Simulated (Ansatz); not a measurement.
Calculated with Ansatz (gas phase, PBE0-D4/def2-TZVP geometries, no zero-point term in ΔE). CCSD(T)/CBS is the MP2 limit (def2-TZVPP, def2-QZVPP) plus CCSD(T) − MP2 in def2-TZVPP, frozen cores. This one scheme is used for every species. Functionals use def2-TZVPP. B3LYP here is the variant with VWN-RPA as its local correlation; programs differ in this. HSE06 is defined as in plane-wave codes. For Ga outer-core shells are correlated without core-valence functions, which leaves a few kJ/mol of doubt a bond. Scalar relativity is left out up to krypton. One conformer a species, not always the lowest.

Consider the ligand exchange at a Ga–S bond: `[F][GaH][SH]` + `BN` → `B[NH][GaH][F]` + H₂S.

(1) Is it downhill or uphill in electronic energy at CCSD(T)/CBS, and by how much? (Estimate.)

(2) What do these levels give: B3LYP-D4, PBE0, HSE06, BHLYP, LC-ωPBE, HF/def2-TZVPP, CCSD/def2-TZVPP, CCSD(T)/def2-TZVPP, HF/def2-QZVPP, HF/CBS(def2), MP2/CBS(def2), CCSD/CBS(def2)? (An estimate is asked.)

Largest T1 diagnostic among the species: 0.014.

Answers

(1) The calculation gave: Uphill: ΔE = +53.1 kJ/mol.

(2) Computed: B3LYP-D4 59.2, PBE0 65.3, HSE06 65.4, BHLYP 59.3, LC-ωPBE 58.9, HF/def2-TZVPP 55.4, CCSD/def2-TZVPP 50.0, CCSD(T)/def2-TZVPP 50.6, HF/def2-QZVPP 54.2, HF/CBS(def2) 54.0, MP2/CBS(def2) 53.7, CCSD/CBS(def2) 52.5 kJ/mol.

Leaving LDA and LC-ωPBE aside and taking each functional with its dispersion term where it has one, the values, not all of them listed here, spread over 9.5 kJ/mol, from CAM-B3LYP-D4 to PBE-D4. In def2-TZVPP, CCSD(T) changes the Hartree–Fock value by −4.8 kJ/mol (the triples alone add +0.6 kJ/mol) and MP2 by −4.2 kJ/mol.
